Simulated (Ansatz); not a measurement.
Basis-set extrapolation for CH3BFN (`BN=CF`) (PBE0-D4/def2-TZVP geometry, frozen core, the Gaussian-basis code of Ansatz). Multiplicity 1, RHF reference.

|  | def2-TZVPP | def2-QZVPP |
| --- | --- | --- |
| HF | -218.276150 | -218.286007 |
| MP2 correlation | -0.703585 | -0.758273 |
| CCSD(T) correlation | -0.752892 | not run |

Energies in hartree. Use E(X) = E(∞) + A·exp(−7.88·√X) for Hartree–Fock and E(X) = E(∞) + B·X^(−2.97) for correlation, with X = 3 and 4, and add CCSD(T) minus MP2 of the smaller set to the MP2 limit.

**Question.** What is the CCSD(T) energy at the basis-set limit?

**Answer.** HF limit: -218.286007 + (-0.009857) × 0.13774 = -218.28736. MP2 limit: -0.758273 + (-0.054688) × 0.74074 = -0.79878. Higher-order term: -0.752892 − (-0.703585) = -0.04931. Total: -219.13545 hartree, 279.4 kJ/mol below CCSD(T)/def2-TZVPP.
